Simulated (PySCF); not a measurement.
SMILES CSCCc1cccs1 (C₇H₁₀S₂), GFN2-xTB optimised geometry.

```
19

C     -0.25    -3.37    -2.20
S     -0.71    -1.69    -2.69
C     -2.03    -1.36    -1.48
C     -1.52    -1.13    -0.06
C     -0.59     0.03     0.00
C      0.77     0.03     0.00
C      1.32     1.33     0.00
C      0.38     2.30    -0.01
S     -1.21     1.65    -0.01
H      0.21    -3.37    -1.22
H     -1.13    -4.01    -2.21
H      0.47    -3.72    -2.94
H     -2.53    -0.46    -1.85
H     -2.73    -2.19    -1.52
H     -1.00    -2.02     0.29
H     -2.38    -0.96     0.59
H      1.36    -0.86     0.00
H      2.38     1.53     0.00
H      0.51     3.37    -0.01
```

Density from PBE/def2-SVP (PySCF) at that geometry.

Minimum of the electron density along straight lines between bonded atoms, close to the bond critical point (lines longer than 1.1 times the sum of covalent radii, or with two minima, are not listed):

```json
[
 {"bond": "C1–S2", "length / Å": "1.816", "ρ at the minimum / e bohr⁻³": "0.179", "∇²ρ there / e bohr⁻⁵": "-0.31", "position (fraction from the first atom)": "0.47"},
 {"bond": "S2–C3", "length / Å": "1.822", "ρ at the minimum / e bohr⁻³": "0.178", "∇²ρ there / e bohr⁻⁵": "-0.30", "position (fraction from the first atom)": "0.54"},
 {"bond": "C3–C4", "length / Å": "1.530", "ρ at the minimum / e bohr⁻³": "…", "∇²ρ there / e bohr⁻⁵": "-0.51", "position (fraction from the first atom)": "0.50"},
 {"bond": "C4–C5", "length / Å": "1.489", "ρ at the minimum / e bohr⁻³": "0.256", "∇²ρ there / e bohr⁻⁵": "…", "position (fraction from the first atom)": "0.49"},
 {"bond": "C5–C6", "length / Å": "1.359", "ρ at the minimum / e bohr⁻³": "0.321", "∇²ρ there / e bohr⁻⁵": "-0.79", "position (fraction from the first atom)": "0.51"},
 {"bond": "C6–C7", "length / Å": "1.414", "ρ at the minimum / e bohr⁻³": "0.292", "∇²ρ there / e bohr⁻⁵": "-0.69", "position (fraction from the first atom)": "0.50"},
 {"bond": "C7–C8", "length / Å": "1.355", "ρ at the minimum / e bohr⁻³": "0.322", "∇²ρ there / e bohr⁻⁵": "-0.79", "position (fraction from the first atom)": "0.49"},
 {"bond": "C5–S9", "length / Å": "1.735", "ρ at the minimum / e bohr⁻³": "0.208", "∇²ρ there / e bohr⁻⁵": "…", "position (fraction from the first atom)": "0.46"},
 {"bond": "C8–S9", "length / Å": "1.720", "ρ at the minimum / e bohr⁻³": "0.213", "∇²ρ there / e bohr⁻⁵": "-0.44", "position (fraction from the first atom)": "0.47"},
 {"bond": "C1–H10", "length / Å": "1.086", "ρ at the minimum / e bohr⁻³": "0.277", "∇²ρ there / e bohr⁻⁵": "-1.02", "position (fraction from the first atom)": "0.64"},
 {"bond": "C1–H11", "length / Å": "1.086", "ρ at the minimum / e bohr⁻³": "0.276", "∇²ρ there / e bohr⁻⁵": "-1.02", "position (fraction from the first atom)": "0.64"},
 {"bond": "C1–H12", "length / Å": "1.085", "ρ at the minimum / e bohr⁻³": "0.277", "∇²ρ there / e bohr⁻⁵": "-1.03", "position (fraction from the first atom)": "0.64"},
 {"bond": "C3–H13", "length / Å": "1.090", "ρ at the minimum / e bohr⁻³": "0.277", "∇²ρ there / e bohr⁻⁵": "-1.02", "position (fraction from the first atom)": "0.64"},
 {"bond": "C3–H14", "length / Å": "1.091", "ρ at the minimum / e bohr⁻³": "0.276", "∇²ρ there / e bohr⁻⁵": "-1.01", "position (fraction from the first atom)": "0.64"},
 {"bond": "C4–H15", "length / Å": "1.092", "ρ at the minimum / e bohr⁻³": "0.274", "∇²ρ there / e bohr⁻⁵": "-0.99", "position (fraction from the first atom)": "0.63"},
 {"bond": "C4–H16", "length / Å": "1.093", "ρ at the minimum / e bohr⁻³": "0.273", "∇²ρ there / e bohr⁻⁵": "-0.98", "position (fraction from the first atom)": "0.63"},
 {"bond": "C6–H17", "length / Å": "1.076", "ρ at the minimum / e bohr⁻³": "0.281", "∇²ρ there / e bohr⁻⁵": "-1.05", "position (fraction from the first atom)": "0.63"},
 {"bond": "C7–H18", "length / Å": "1.075", "ρ at the minimum / e bohr⁻³": "0.281", "∇²ρ there / e bohr⁻⁵": "-1.06", "position (fraction from the first atom)": "0.63"},
 {"bond": "C8–H19", "length / Å": "1.072", "ρ at the minimum / e bohr⁻³": "0.283", "∇²ρ there / e bohr⁻⁵": "-1.08", "position (fraction from the first atom)": "0.64"}
]
```

**Question.** Complete the blanks.

**Answer.** 
- C3–C4, ρ at the minimum / e bohr⁻³: 0.239
- C4–C5, ∇²ρ there / e bohr⁻⁵: -0.57
- C5–S9, ∇²ρ there / e bohr⁻⁵: -0.41
